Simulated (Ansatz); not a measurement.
One change: `O[SiH](O)S[SiH3]` becomes `NC[SiH](O)O`.

Ansatz, PBE0-D4/def2-TZVP geometries, multiplicity 1. Each molecule was computed in one conformer, which needn't be the lowest.

```csv
property,`O[SiH](O)S[SiH3]`
size of the dipole moment (B3LYP/def2-TZVPP) / D,0.94
HOMO–LUMO gap (B3LYP/def2-TZVPP) / eV,7.14
HOMO energy (PBE0/def2-TZVPP) / eV,-7.64
HOMO energy (PBE/def2-TZVPP) / eV,-6.41
HOMO–LUMO gap (ωB97M-V/def2-TZVPP) / eV,11.44
LUMO energy (PBE0/def2-TZVPP) / eV,0.00
```

Give the same properties after the change, and the shifts. (Best estimate.)

Computed: 
```tsv
property	`NC[SiH](O)O`	shift
size of the dipole moment (B3LYP/def2-TZVPP) / D	3.10	2.16
HOMO–LUMO gap (B3LYP/def2-TZVPP) / eV	7.26	0.12
HOMO energy (PBE0/def2-TZVPP) / eV	-7.27	0.37
HOMO energy (PBE/def2-TZVPP) / eV	-5.81	0.60
HOMO–LUMO gap (ωB97M-V/def2-TZVPP) / eV	11.65	0.21
LUMO energy (PBE0/def2-TZVPP) / eV	0.53	0.53
```

With PBE0 the HOMO rises by 0.37 eV and the LUMO rises by 0.53 eV, so the gap widens by about 0.16 eV. PBE moves the HOMO by 0.60 eV and ωB97M-V by 0.18 eV. Dipoles are sizes alone; their direction can turn.

B3LYP here is the variant with VWN-RPA as its local correlation; programs differ in this.
